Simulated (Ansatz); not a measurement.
## Ligand exchange: C2H6 + SiH2(SiH3)Br → SiH3(CH3) + SiH2(CH3)Br

Species: C2H6 (ethane) `CC`, singlet; SiH2(SiH3)Br, singlet; SiH3(CH3) (methylsilane), singlet; SiH2(CH3)Br, singlet. The partners trade CH3 for SiH3: C–CH3 and Si–SiH3 bonds give way to C–SiH3 and Si–CH3.

Shapes, held fixed at every level: PBE0-D4/def2-TZVP. Programs: Ansatz 0.2.0. The zero-point and thermal change to 298 K, harmonic and unscaled (PBE0-D4/def2-TZVP), is -5.2 kJ/mol.

```
                level                    kind  ΔH(298 K) (kJ/mol)  less CCSD(T)/def2-TZVPP
  BHLYP-D4/def2-TZVPP           global hybrid               -53.0                     +0.4
r2SCAN0-D4/def2-TZVPP           global hybrid               -54.0                     -0.6
   wB97X-V/def2-TZVPP  range-separated hybrid               -52.0                     +1.4
         MP2/def2-SVP     perturbation theory               -48.2                     +5.2
       MP2/def2-TZVPP     perturbation theory               -61.6                     -8.2
     CCSD(T)/def2-SVP   coupled cluster or CI               -39.5                    +13.9
      CCSD/def2-TZVPP   coupled cluster or CI               -53.6                     -0.2
   CCSD(T)/def2-TZVPP   coupled cluster or CI               -53.4                      0.0
```

The highest level, CCSD(T)/def2-TZVPP, gives ΔH(298 K) = -53.4 kJ/mol; the levels span -61.6 to -39.5. The column of differences is taken from that level and isn't an error. No measured value is set beside it here. Relativity is left out for Br unless named. Correlated rows may include outer-core shells of Br, which these sets cover unevenly.
